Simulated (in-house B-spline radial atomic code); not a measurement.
A fraction x of an electron is removed from 4p in Xe²⁺, starting from [Kr] 4d10 5s2 5p4 and keeping the highest spin. All numbers are computed (scalar-relativistic (X2C) LDA exchange-only, spin-polarised, spherical fractional occupations; Fermi nucleus of rms radius 4.7859 fm) with a radial B-spline atomic code at the basis-set limit, not measured.

| x | E(x) - E(0) (eV) | 4p down level (eV) |
| --- | --- | --- |
| 0 | 0.0000 | -160.334 |
| 0.04 | 6.4295 | -161.141 |
| 0.16 | 25.9124 | -163.577 |
| 0.36 | 59.0372 | -167.678 |
| 0.48 | 79.3075 | -170.163 |
| 0.5 | ? | ? |
| 0.51 | 84.4217 | -170.787 |
| 0.66 | 110.2746 | -173.923 |
| 0.78 | 131.2968 | -176.450 |
| 0.91 | ? | ? |
| 1 | 170.6291 | -181.126 |

Q: What belongs in the row x = 0.5?

A: An energy change of 82.7149 eV; 4p down at -170.579 eV.

Q: What belongs in the row x = 0.91?

A: An energy change of 154.4142 eV; 4p down at -179.207 eV.

Q: Check Janak's theorem between x = 0.04 and 0.16.

A: The slope of the energy is 162.36 eV; the orbital levels give 162.36 eV (-ε of the emptying orbital, averaged over the two points).
